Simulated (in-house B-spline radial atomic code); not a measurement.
## Ca²⁺: [He] 2s2 (2p1/2)1 (2p3/2)4 3s2 3p6 4s1 (with a hole in an inner shell)

Method: Dirac-Hartree-Fock, average of the jj configuration, Fermi nucleus of rms radius 3.4776 fm. Calculated with an all-electron radial atomic-structure program (B-spline basis).

Effective charges: Z_r = [3n² - l(l+1)]/(2<r>) from the radius, Z_e = n√(-2ε) from the energy, and Slater's rules. Values are occupation-weighted means over j.

```
shell  electrons   ε (eV)  <r> (bohr)    Z_r    Z_e  Slater
   1s          2  -4161.6     0.07669  19.56  17.49   19.70
   2s          2  -511.82      0.3554  16.88  12.27   16.20
   2p          5  -428.81      0.3191  15.67  11.23   16.20
   3s          2  -89.132       1.086  12.43   7.68    9.60
   3p          6  -62.824       1.162  10.76   6.45    9.60
   4s          1  -20.585       3.075   7.80   4.92    4.20
```

The least bound orbital is 4s1/2 at -20.58 eV, and it is also the most diffuse (<r> = 3.075 bohr). The part-filled 2p shell lies below the filled 3p shell in orbital energy.

For the 1s electron the small component carries 0.512 % of the norm, the zero-frequency Breit interaction raises the level by 3.496 eV, self-energy by 1.669 eV, and vacuum polarisation lowers it by 0.1234 eV.
